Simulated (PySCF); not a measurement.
C₆H₃Cl.

```xyz
10

C      0.3849     3.1599     0.0000
C      0.6586     1.9766     0.0000
C      1.0127     0.6088     0.0000
C      0.1069    -0.3991     0.0000
Cl     0.6592    -2.0434     0.0000
C     -1.2990    -0.2273     0.0000
C     -2.5046    -0.0933     0.0000
H      0.1342     4.2046     0.0000
H      2.0752     0.3478     0.0000
H     -3.5721     0.0313     0.0000
```

Geometry: PBE0-D3(BJ)/def2-SVP. The structure was generated by enumeration; whether it is a known compound was not checked.

Level of theory: B3LYP/pcSseg-1 in PySCF. Non-relativistic, no solvent.

Computed absolute GIAO shielding of each atom: isotropic value and principal components (ppm):
```csv
atom,σ(iso),σ11,σ22,σ33,span
C1,81.3,26.9,39.9,177.1,150.1
C2,98.6,-4.3,5.0,295.2,299.5
C3,53.2,-55.9,80.5,134.9,190.8
C4,38.2,-68.2,68.7,113.9,182.1
Cl5,626.5,419.9,501.3,958.3,538.4
C6,98.5,-2.4,-1.4,299.2,301.6
C7,82.7,30.1,40.2,177.7,147.7
H8,27.7,24.3,24.7,34.0,9.7
H9,25.3,21.6,24.5,29.9,8.2
H10,27.6,24.2,24.6,34.1,9.9
```
